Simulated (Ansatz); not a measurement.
A made-up structure of Al2H2F2, singlet:

F1  (0.218, -1.072, -2.230)
Al2  (0.803, -0.109, -1.020)
Al3  (-0.704, 0.197, 1.079)
F4  (-2.145, -0.615, 1.092)
H5  (2.234, 0.523, -1.287)
H6  (1.341, 1.151, -0.362)
(Å)

It is relaxed with PBE-D4/def2-SVP and then PBE0-D4/def2-TZVP (Ansatz 0.2.0). Atoms count as bonded within 1.22 times the sum of their covalent radii (H–H: 0.88 Å). The end point is not checked to be a true minimum.

Problem. Does its bonding change? (Judge from chemistry; the calculation decides.)

Solution. By the calculation: Yes. Formed: F1–Al3; broken: none.

Where it ends: The first stage lowers the energy by 3.79 eV in 16 steps. It ends as Al₂H₂F₂ ([F][Al]1[F][AlH2]1):
```xyz
6
angstrom
F -0.3676 -0.4626 -1.1789
Al 1.1876 0.4898 -0.8849
Al -0.5883 -0.3691 0.6994
F -1.9921 -1.1536 1.0614
H 2.4647 -0.4182 -1.0694
H 1.0444 1.9890 -1.3555
```

Labels in which every atom is bracketed show which atoms are joined, not bond orders.

For scale, one of the runs: PBE0-D4/def2-TZVP relaxation, 148 basis functions, launched by `ansatz run in.yaml --threads 2 --pin off --events-out ev --progress --plain --max-ram 4352MiB`. The run took about 34 s on 2 CPU threads of an AMD EPYC (shared host).
